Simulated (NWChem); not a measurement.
The numbers come from NWChem runs, not from measurements. System: H$_{3}$BN, charge 0, spin multiplicity 2, at a geometry optimised with UPBE/def2-SVP. The structure started from a generated list of species. Its SCF solution wasn't tested for a lower state. Level: UHF/def2-TZVP.

Job file:

```
start mol
memory heap 200 mb stack 900 mb global 1100 mb
geometry units angstroms nocenter noautoz
  B     -0.786067     0.353021     0.000000
  N      0.516004    -0.115347     0.000000
  H     -1.783963    -0.342906     0.000000
  H      0.767509    -1.111549     0.000000
  H      1.334760     0.496779     0.000000
  symmetry group Cs
end
basis spherical
  * library def2-tzvp
end
scf
  uhf
  nopen 1
  maxiter 100
  thresh 1e-7
  semidirect memsize 60000000 filesize 0
  # guess.movecs holds the orbitals of an unrestricted PBE0 run
  vectors input guess.movecs output mol.movecs
end
task scf energy
```

Part of the output:

```
             Northwest Computational Chemistry Package (NWChem) 7.3.0
             --------------------------------------------------------

                                NWChem Input Module
                                -------------------

 Scaling coordinates for geometry "geometry" by  1.889725989
 (inverse scale =  0.529177249)

 Turning off AUTOSYM since
 SYMMETRY directive was detected!

                             Geometry "geometry" -> ""
                             -------------------------

 Output coordinates in angstroms (scale by  1.889725989 to convert to a.u.)

  No.       Tag          Charge          X              Y              Z
 ---- ---------------- ---------- -------------- -------------- --------------
    1 B                    5.0000    -0.78606700     0.35302100     0.00000000
    2 N                    7.0000     0.51600400    -0.11534700     0.00000000
    3 H                    1.0000    -1.78396300    -0.34290600     0.00000000
    4 H                    1.0000     0.76750900    -1.11154900     0.00000000
    5 H                    1.0000     1.33476000     0.49677900     0.00000000

 Effective nuclear repulsion energy (a.u.)      27.5477989967

            Nuclear Dipole moment (a.u.)
            ----------------------------
        X                 Y               Z
 ---------------- ---------------- ----------------
    -0.0000018897    -0.0000000000     0.0000000000

      Symmetry information
      --------------------

 Group name             Cs
 Group number              2
 Group order               2
 No. of unique centers     5

      Symmetry unique atoms

     1    2    3    4    5


 Summary of "ao basis" -> "" (spherical)
 ------------------------------------------------------------------------------
       Tag                 Description            Shells   Functions and Types
 ---------------- ------------------------------  ------  ---------------------
 *                         def2-tzvp                  on all atoms

 Summary of "ao basis" -> "ao basis" (spherical)
 ------------------------------------------------------------------------------
       Tag                 Description            Shells   Functions and Types
 ---------------- ------------------------------  ------  ---------------------
 B                         def2-tzvp                11       31   5s3p2d1f
 N                         def2-tzvp                11       31   5s3p2d1f
 H                         def2-tzvp                 4        6   3s1p

                                 NWChem SCF Module
                                 -----------------

  ao basis        = "ao basis"
  functions       =    80
  atoms           =     5
  alpha electrons =     8
  beta  electrons =     7
  charge          =   0.00
  wavefunction    = UHF
  use symmetry    = T
  symmetry adapt  = T

 Summary of "ao basis" -> "ao basis" (spherical)
 ------------------------------------------------------------------------------
       Tag                 Description            Shells   Functions and Types
 ---------------- ------------------------------  ------  ---------------------
 B                         def2-tzvp                11       31   5s3p2d1f
 N                         def2-tzvp                11       31   5s3p2d1f
 H                         def2-tzvp                 4        6   3s1p

      Symmetry analysis of basis
      --------------------------

        a'         57
        a"         23

 Forming initial guess at       0.1s

   Symmetry analysis of molecular orbitals - initial alpha
   -------------------------------------------------------

  Numbering of irreducible representations:

     1 a'          2 a"

  Orbital symmetries:

     1 a'          2 a'          3 a'          4 a'          5 a'
     6 a'          7 a"          8 a'          9 a"         10 a'
    11 a'         12 a'         13 a'         14 a"         15 a'
    16 a'         17 a'         18 a'

   Symmetry analysis of molecular orbitals - initial beta
   ------------------------------------------------------

  Numbering of irreducible representations:

     1 a'          2 a"

  Orbital symmetries:

     1 a'          2 a'          3 a'          4 a'          5 a'
     6 a'          7 a"          8 a'          9 a"         10 a'
    11 a'         12 a'         13 a'         14 a"         15 a'
    16 a'         17 a'         18 a'

 Starting SCF solution at       0.1s

 ----------------------------------------------
         Quadratically convergent UHF

 Convergence threshold     :          1.000E-07
 Maximum no. of iterations :          100
 Integral*density screening:          1.000E-09
 ----------------------------------------------

              iter       energy          gnorm     gmax       time
             ----- ------------------- --------- --------- --------
                 1      -80.8755127867  3.74D-01  9.35D-02      0.6
                 2      -80.8849078284  1.71D-02  4.65D-03      0.8
                 3      -80.8850224889  1.56D-04  3.94D-05      1.0
                 4      -80.8850225008  1.30D-08  2.96D-09      1.4

       Final UHF  results
       ------------------

         Total SCF energy =    -80.885022500763
      One electron energy =   -163.143228194055
      Two electron energy =     54.710406696545
 Nuclear repulsion energy =     27.547798996746

                       Sz =      0.5000
                 Sz(Sz+1) =      0.7500
                      S^2 =      0.7565

        Time for solution =      1.3s

       Symmetry analysis of molecular orbitals - alpha
       -----------------------------------------------
[...]
    6   -0.5484
    7   -0.4423
    8   -0.3235
    9    0.1134
   10    0.1217
   11    0.1622
   12    0.1781
   13    0.2164
   14    0.2527
   15    0.2770
   16    0.2919
   17    0.4210
   18    0.5069

          Final beta eigenvalues
          ----------------------

              1
    1  -15.5690
    2   -7.5944
    3   -1.1623
    4   -0.6946
    5   -0.6696
    6   -0.5215
    7   -0.4525
    8    0.0977
    9    0.1295
   10    0.1314
   11    0.1651
   12    0.2005
   13    0.2207
   14    0.2935
   15    0.3021
   16    0.3368
   17    0.4270
   18    0.5343

                    UHF Final Alpha Molecular Orbital Analysis
                    ------------------------------------------

 Vector    6  Occ=1.000000D+00  E=-5.483525D-01  Symmetry=a'
              MO Center= -1.1D+00,  4.6D-03,  6.2D-15, r^2= 1.6D+00
   Bfn.  Coefficient  Atom+Function         Bfn.  Coefficient  Atom+Function
  ----- ------------  ---------------      ----- ------------  ---------------
     6      0.271097  1 B  px                64     -0.249325  3 H  s
     4     -0.220573  1 B  s                 37     -0.183461  2 N  px
     9      0.173504  1 B  px                63     -0.159395  3 H  s
    40     -0.154352  2 N  px

 Vector    7  Occ=1.000000D+00  E=-4.422925D-01  Symmetry=a"
              MO Center=  3.4D-01, -5.1D-02, -2.4D-14, r^2= 1.1D+00
   Bfn.  Coefficient  Atom+Function         Bfn.  Coefficient  Atom+Function
  ----- ------------  ---------------      ----- ------------  ---------------
    39      0.375726  2 N  pz                42      0.362970  2 N  pz
    45      0.293896  2 N  pz                 8      0.150672  1 B  pz

 Vector    8  Occ=1.000000D+00  E=-3.234979D-01  Symmetry=a'
              MO Center= -8.1D-01,  7.1D-01,  1.4D-14, r^2= 1.8D+00
   Bfn.  Coefficient  Atom+Function         Bfn.  Coefficient  Atom+Function
  ----- ------------  ---------------      ----- ------------  ---------------
    10      0.390055  1 B  py                 7      0.363718  1 B  py
     4      0.326172  1 B  s                  5      0.203554  1 B  s
    13      0.193244  1 B  py

 Vector    9  Occ=0.000000D+00  E= 1.133512D-01  Symmetry=a"
              MO Center= -9.1D-01,  4.0D-01,  2.0D-12, r^2= 4.5D+00
   Bfn.  Coefficient  Atom+Function         Bfn.  Coefficient  Atom+Function
  ----- ------------  ---------------      ----- ------------  ---------------
    14      0.968184  1 B  pz                45     -0.487702  2 N  pz
     8      0.207016  1 B  pz                39     -0.172433  2 N  pz
    11      0.156169  1 B  pz

 Vector   10  Occ=0.000000D+00  E= 1.217268D-01  Symmetry=a'
              MO Center=  7.4D-01, -4.4D-01, -1.5D-12, r^2= 5.8D+00
   Bfn.  Coefficient  Atom+Function         Bfn.  Coefficient  Atom+Function
  ----- ------------  ---------------      ----- ------------  ---------------
    36      2.896685  2 N  s                  5     -1.373008  1 B  s
    71     -0.836353  4 H  s                 77     -0.795116  5 H  s
    12     -0.612754  1 B  px                 9     -0.562812  1 B  px
    13      0.451026  1 B  py                 4     -0.255382  1 B  s
    65      0.229216  3 H  s                 34      0.201717  2 N  s

 Vector   11  Occ=0.000000D+00  E= 1.622180D-01  Symmetry=a'
              MO Center= -3.3D-01,  5.6D-02, -1.8D-13, r^2= 8.5D+00
   Bfn.  Coefficient  Atom+Function         Bfn.  Coefficient  Atom+Function
  ----- ------------  ---------------      ----- ------------  ---------------
     5      1.617566  1 B  s                 65     -1.399152  3 H  s
    12     -1.271387  1 B  px                77     -1.084113  5 H  s
    13     -1.044813  1 B  py                44      1.043871  2 N  py
     4     -0.921854  1 B  s                 71      0.758659  4 H  s
    36      0.599453  2 N  s                 43      0.301151  2 N  px

                     UHF Final Beta Molecular Orbital Analysis
                     -----------------------------------------

 Vector    5  Occ=1.000000D+00  E=-6.696111D-01  Symmetry=a'
              MO Center=  6.2D-01, -2.8D-01, -5.5D-16, r^2= 9.7D-01
   Bfn.  Coefficient  Atom+Function         Bfn.  Coefficient  Atom+Function
  ----- ------------  ---------------      ----- ------------  ---------------
    38      0.336468  2 N  py                41      0.292142  2 N  py
    70     -0.223557  4 H  s                 69     -0.159939  4 H  s

 Vector    6  Occ=1.000000D+00  E=-5.215021D-01  Symmetry=a'
              MO Center= -1.3D+00, -8.2D-02,  1.8D-15, r^2= 1.4D+00
   Bfn.  Coefficient  Atom+Function         Bfn.  Coefficient  Atom+Function
  ----- ------------  ---------------      ----- ------------  ---------------
    64     -0.260726  3 H  s                  6      0.250096  1 B  px
     4     -0.197178  1 B  s                 63     -0.173249  3 H  s
     9      0.167030  1 B  px

 Vector    7  Occ=1.000000D+00  E=-4.525032D-01  Symmetry=a"
              MO Center=  3.9D-01, -7.6D-02, -2.2D-15, r^2= 1.0D+00
   Bfn.  Coefficient  Atom+Function         Bfn.  Coefficient  Atom+Function
  ----- ------------  ---------------      ----- ------------  ---------------
    39      0.392880  2 N  pz                42      0.380238  2 N  pz
    45      0.300183  2 N  pz

 Vector    8  Occ=0.000000D+00  E= 9.766432D-02  Symmetry=a'
              MO Center= -5.7D-01,  1.1D+00, -4.6D-16, r^2= 4.4D+00
   Bfn.  Coefficient  Atom+Function         Bfn.  Coefficient  Atom+Function
  ----- ------------  ---------------      ----- ------------  ---------------
     5      1.223669  1 B  s                 36     -0.967605  2 N  s
    71      0.497678  4 H  s                 13      0.481195  1 B  py
    65     -0.365880  3 H  s                 77      0.213601  5 H  s
     7      0.174012  1 B  py                 3      0.150017  1 B  s

 Vector    9  Occ=0.000000D+00  E= 1.295030D-01  Symmetry=a'
              MO Center=  2.8D-01, -5.0D-01,  5.4D-16, r^2= 6.5D+00
   Bfn.  Coefficient  Atom+Function         Bfn.  Coefficient  Atom+Function
  ----- ------------  ---------------      ----- ------------  ---------------
    36      2.788430  2 N  s                  5     -0.908067  1 B  s
    13      0.802343  1 B  py                71     -0.796356  4 H  s
    77     -0.760115  5 H  s                 12     -0.584925  1 B  px
     9     -0.554014  1 B  px                 4     -0.498313  1 B  s
    43     -0.214922  2 N  px                65      0.201399  3 H  s

 Vector   10  Occ=0.000000D+00  E= 1.313660D-01  Symmetry=a"
              MO Center= -9.8D-01,  3.7D-01,  1.0D-13, r^2= 5.1D+00
   Bfn.  Coefficient  Atom+Function         Bfn.  Coefficient  Atom+Function
  ----- ------------  ---------------      ----- ------------  ---------------
    14      1.083057  1 B  pz                45     -0.457604  2 N  pz
     8      0.180485  1 B  pz                39     -0.152164  2 N  pz

 center of mass
 --------------
 x =  -0.07465780 y =   0.08803864 z =   0.00000000

 moments of inertia (a.u.)
 ------------------
          11.105711167552          12.184218529865           0.000000000000
          12.184218529865          57.436996610963           0.000000000000
           0.000000000000           0.000000000000          68.542707778516

  Mulliken analysis of the total density
  --------------------------------------

    Atom       Charge   Shell Charges
 -----------   ------   -------------------------------------------------------
    1 B    5     4.97   0.91  1.07  0.49  0.52  0.12  0.85  0.74  0.17  0.05  0.06  0.01
    2 N    7     7.56   0.82  1.16  0.51  0.79  0.16  1.52  1.77  0.81  0.01  0.02  0.00
    3 H    1     1.00   0.25  0.52  0.22  0.01
    4 H    1     0.74   0.25  0.40  0.05  0.04
    5 H    1     0.73   0.25  0.40  0.04  0.04

  Mulliken analysis of the alpha density
  --------------------------------------

    Atom       Charge   Shell Charges
 -----------   ------   -------------------------------------------------------
    1 B    5     3.00   0.46  0.53  0.28  0.34  0.09  0.56  0.54  0.14  0.02  0.03  0.01
    2 N    7     3.72   0.41  0.58  0.26  0.39  0.07  0.74  0.87  0.39  0.00  0.02  0.00
    3 H    1     0.51   0.13  0.27  0.11  0.01
    4 H    1     0.39   0.13  0.21  0.03  0.02
    5 H    1     0.37   0.13  0.20  0.02  0.02

   Mulliken analysis of the beta density
   -------------------------------------

    Atom       Charge   Shell Charges
 -----------   ------   -------------------------------------------------------
    1 B    5     1.97   0.46  0.54  0.20  0.18  0.02  0.29  0.20  0.03  0.02  0.03  0.01
    2 N    7     3.84   0.41  0.58  0.26  0.40  0.08  0.77  0.90  0.42  0.00  0.01  0.00
    3 H    1     0.49   0.12  0.25  0.11  0.00
    4 H    1     0.35   0.12  0.19  0.02  0.02
    5 H    1     0.36   0.12  0.19  0.02  0.02

   Mulliken analysis of the spin density
   -------------------------------------

    Atom       Charge   Shell Charges
 -----------   ------   -------------------------------------------------------
    1 B    5     1.03   0.00 -0.01  0.08  0.16  0.07  0.28  0.34  0.11 -0.00  0.00 -0.00
    2 N    7    -0.11   0.00  0.00 -0.00 -0.01 -0.01 -0.03 -0.04 -0.03  0.00  0.01  0.00
    3 H    1     0.03   0.01  0.02 -0.01  0.00
    4 H    1     0.05   0.01  0.02  0.01 -0.00
    5 H    1     0.01   0.01  0.01 -0.01 -0.00

       Multipole analysis of the density wrt the origin
       ------------------------------------------------

     L   x y z        total         alpha         beta         nuclear
     -   - - -        -----         -----         ----         -------
     0   0 0 0     -0.000000     -8.000000     -7.000000     15.000000

     1   1 0 0      0.709696      1.183435     -0.473738     -0.000002
     1   0 1 0     -0.406186     -1.039316      0.633130     -0.000000
     1   0 0 1      0.000000     -0.000000      0.000000      0.000000

     2   2 0 0     -9.454823    -25.503869    -21.470362     37.519408
     2   1 1 0      0.548123      4.154334      1.330567     -4.936778
     2   1 0 1      0.000000      0.000000      0.000000      0.000000
     2   0 2 0     -9.951874    -11.772011     -6.451051      8.271187
     2   0 1 1     -0.000000     -0.000000     -0.000000      0.000000
     2   0 0 2    -10.758589     -6.076008     -4.682581      0.000000

 Task  times  cpu:        1.4s     wall:        1.4s

 Total times  cpu:        1.5s     wall:        1.5s
```
